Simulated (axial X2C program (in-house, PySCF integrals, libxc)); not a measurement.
# Which molecule has these constants?

All values come from calculations with an axial X2C code built on PySCF integrals, spin-free (one-electron X2C) or two-component (2c: spin–orbit coupling with atomic mean-field Coulomb and Gaunt terms, which also bring small scalar terms), in Dyall basis sets with cores contracted in-house; open shells are unrestricted.

A two-component PBE0 calculation in a Dyall 3-zeta basis gave Re = 2.739 Å, ωe = 232.0 cm⁻¹, De = 0.47 eV, Ω = 3/2.

Question: Which molecule is it?
A. LiBi⁺
B. LiSb⁺
C. LiAs⁺
D. LiP⁺
E. LiN⁺

Answer: C. The others have LiSb⁺ 2.911 Å and 228.9 cm⁻¹ (Ω = 3/2); LiN⁺ 2.221 Å and 270.7 cm⁻¹ (Ω = 3/2); LiBi⁺ 2.983 Å and 235.6 cm⁻¹ (Ω = 1/2); LiP⁺ 2.642 Å and 253.1 cm⁻¹ (Ω = 3/2).

Each entry is the lowest single determinant of a limited PBE0 search at one distance. De goes to single-determinant-based atoms at the same level (for ions the charge split of lowest energy) and is withheld (n/a) where an atom does not fit its ground term or J level. Main or longest-lived isotopes. One determinant is a doubtful description, or other states lie close, for LiAs⁺, LiSb⁺, LiN⁺, LiBi⁺, LiP⁺; these need not be ground states, and all values refer to the states named. With several unpaired electrons the Ω given is that of one determinant, not necessarily of the lowest component. The functionals have no current term, which raises determinants with orbital currents.
